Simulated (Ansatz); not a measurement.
One change: `C=CB(Cl)Cl` becomes `ClB(Cl)I`.

Ansatz, PBE0-D4/def2-TZVP geometries, multiplicity 1. Each molecule was computed in one conformer, which needn't be the lowest.

Elements past krypton have def2 core potentials.

```
                                          property  `C=CB(Cl)Cl`
size of the dipole moment (ωB97M-V/def2-TZVPP) / D          1.89
              HOMO–LUMO gap (PBE0/def2-TZVPP) / eV          6.35
    zero-point energy (PBE0-D4/def2-TZVP) / kJ/mol         129.9
               HOMO–LUMO gap (PBE/def2-TZVPP) / eV          4.33
    size of the dipole moment (PBE/def2-TZVPP) / D          1.80
  size of the dipole moment (B3LYP/def2-TZVPP) / D          1.91
```

Q: Give the same properties after the change, and the shifts. (Estimate.)

A: Ansatz gave: 
```
                                          property  `ClB(Cl)I`   shift
size of the dipole moment (ωB97M-V/def2-TZVPP) / D        0.01   -1.88
              HOMO–LUMO gap (PBE0/def2-TZVPP) / eV        5.90   -0.45
    zero-point energy (PBE0-D4/def2-TZVP) / kJ/mol        17.9  -112.0
               HOMO–LUMO gap (PBE/def2-TZVPP) / eV        3.87   -0.46
    size of the dipole moment (PBE/def2-TZVPP) / D        0.09   -1.71
  size of the dipole moment (B3LYP/def2-TZVPP) / D        0.08   -1.83
```

With PBE0 the HOMO rises by 0.65 eV and the LUMO rises by 0.20 eV, so the gap narrows by about 0.45 eV. PBE moves the HOMO by 0.71 eV and ωB97M-V by 0.72 eV. The zero-point energy changes by -112.0 kJ/mol with -12 modes. Dipoles are sizes alone; their direction can turn.

B3LYP here is the variant with VWN-RPA as its local correlation; programs differ in this.

Spin–orbit coupling is left out; it splits and shifts lone-pair levels of the heavy atoms by tenths of an eV.
